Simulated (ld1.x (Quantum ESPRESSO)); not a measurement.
## Before and after: RRKJ potential for Sr (Z = 38)

- Element: Sr (Z = 38)
- Generator: ld1.x (Quantum ESPRESSO) 7.5
- Type: norm-conserving RRKJ (Kleinman–Bylander form)
- Functional: BLYP
- Relativity: scalar-relativistic
- Frozen core: [Kr]
- Valence charge: 2
- Reference configuration: 4d0 5s2 5p0
- Partial waves: 5p (bound, empty): rc 3.85 bohr; 4d (bound, empty): rc 3.50 bohr; 5s (bound): rc 2.60 bohr
- Local potential: the s channel
- Core correction: a·sin(br)/r model core inside 2.35 bohr

Change: wave 5s (bound): rc 2.60 bohr becomes 5s (bound): rc 3.04 bohr.

Cutoffs: the cutoffs (Ry, on a coarse ladder) from which the occupation-weighted sum of valence levels, in a spherical-Bessel basis at the reference potential, stays within 10 and 1 mRy of its value at 400 Ry; they do not see the model core or the augmentation charge, which bear on the density cutoff. Errors are all-electron minus pseudo energies relative to the spin-unpolarised reference configuration.

Question: What does the change do?

Answer: The potential gets softer (10 Ry and 18 Ry → 6 Ry and 8 Ry); of the 7 tests that both files solve, the error grows in 2 and shrinks in 3 by more than 15 % and 0.3 meV (median size 5.1 → 5.0 meV); neither file shows a bound ghost. A larger radius leaves more room for a smooth pseudo-wave, so fewer plane waves are needed.

| quantity | base | changed |
| --- | --- | --- |
| cutoff, loose | 10 Ry | 6 Ry |
| cutoff, tight | 18 Ry | 8 Ry |
| bound ghosts | none | none |
| error for 4d0 5s1 5p0, meV [ΔE 5.81 eV] | +0.4 | -2.9 |
| error for 4d0 5s1.5 5p0, meV [ΔE 2.28 eV] | +0.6 | -0.3 |
| error for 4d0 5s1 5p1, meV [ΔE 2.36 eV] | -6.1 | -5.0 |
| error for 4d0 5s0 5p2, meV [ΔE 4.89 eV] | -36 | -24 |
| error for 4d0.5 5s1.5 5p0, meV [ΔE 1.15 eV] | +1.8 | -1.8 |
| error for 4d1 5s1 5p0, meV [ΔE 2.34 eV] | +5.1 | -6.1 |
| error for 4d0 5s0 5p1, meV [ΔE 8.84 eV] | -37 | -21 |
| s: phases at 4.18 bohr within 0.05 rad from the reference energy up to (Ry; the scan ends near 5) | 0.4 | 0.9 |
| p: phases at 4.18 bohr within 0.05 rad from the reference energy up to (Ry; the scan ends near 5) | 1.8 | 1.3 |
| d: phases at 4.18 bohr within 0.05 rad from the reference energy up to (Ry; the scan ends near 5) | 0.6 | 0.5 |

Changed file: The cutoffs count occupied waves only; the empty 4d level needs 10 Ry at the loose tolerance.
